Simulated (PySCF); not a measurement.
C3H10BN.
SMILES: `CC(C)BN`

Torsions of this conformer, `[CH3:1][CH:2]([CH3:3])[BH:4][NH2:5]`: C1–C2–B4–N5 -125°, H–N5–B4–C2 -179°, H–N5–B4–C2 1°.

The closed-shell ground state was solved at several levels (PySCF, density fitting, gas phase, non-relativistic). One conformer (not necessarily the lowest) at the GFN2-xTB geometry, without solvent, vibrations or thermal averaging.

```csv
level,basis functions,HOMO (eV),LUMO (eV),gap (eV),dipole (D)
PBE0/def2-SVPD,180,-7.97,0.54,8.51,1.76
CAM-B3LYP/def2-SVPD,180,-9.40,1.08,10.48,1.74
B3LYP/pcJ-1,235,-7.76,0.58,8.34,1.92
```

Question: What might PBE0/pcSseg-1 (135 basis functions) give for the same quantities?

Answer: HOMO -7.96 eV, LUMO 0.80 eV, gap 8.76 eV, dipole 1.88 D.

Question: Over all these levels, which gives the widest orbital gap and which the narrowest?

Answer: CAM-B3LYP/def2-SVPD (range-separated hybrid) has the widest, 10.48 eV, and B3LYP/pcJ-1 (global hybrid, 20 % exact exchange) the narrowest, 8.34 eV. Functional and basis both differ between the two, so the spread mixes both effects.

Question: How far do the dipole and the HOMO energy spread over the levels?

Answer: The dipole runs from 1.74 to 1.92 D (mean 1.83 D) and the HOMO from -9.40 to -7.76 eV.
